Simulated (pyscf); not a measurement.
**Routes from F–GeH₃ (SMILES [F][GeH3]) + F–GeH: (SMILES [F][GeH]) [singlet]**

Candidate steps break at most two bonds and form at most two. Each was searched with GFN2-xTB (tblite) first. Structures and frequencies: ωB97X-D3(BJ)/def2-SVP in PySCF. Energies: ωB97M-D3(BJ)/def2-TZVP, kcal/mol, from the separated reactants, singlet surface; ΔG‡ with ideal gas, 1 atm, RRHO with modes under 100 cm⁻¹ raised to 100, one conformer, R ln 2 for chiral ones without a mode under 150 cm⁻¹.

```csv
products,type,ΔE‡,ΔE,ΔG‡ 298 K,ΔG‡ 900 K,ν‡ (cm⁻¹)
F–Ge:–F [singlet] + GeH₄,four-centre exchange,-0.7,-24.3,11.9,35.0,355i
F–GeH(F)–GeH₃,insertion,4.3,-34.3,16.2,37.9,251i
```

Row 1: On the reactant side the descent ends in an adduct with a F–Ge contact, 14.2 kcal/mol under the separated species and 10.4 kcal/mol under the saddle at ωB97X-D3(BJ)/def2-TZVP. On the product side the descent ends in a complex, 4.4 kcal/mol under the separated species and 24.4 kcal/mol under the saddle at ωB97X-D3(BJ)/def2-TZVP. Row 2: On the reactant side the descent ends in an adduct with a F–Ge contact (not fully relaxed), 12.5 kcal/mol under the separated species and 11.5 kcal/mol under the saddle at ωB97X-D3(BJ)/def2-TZVP. 

Plain bond fissions and candidates not yet searched are not listed, and one of them may be faster. Each barrier is that of the saddle found; lower ones may exist. Elements up to Kr have no core potential and no relativistic terms here.
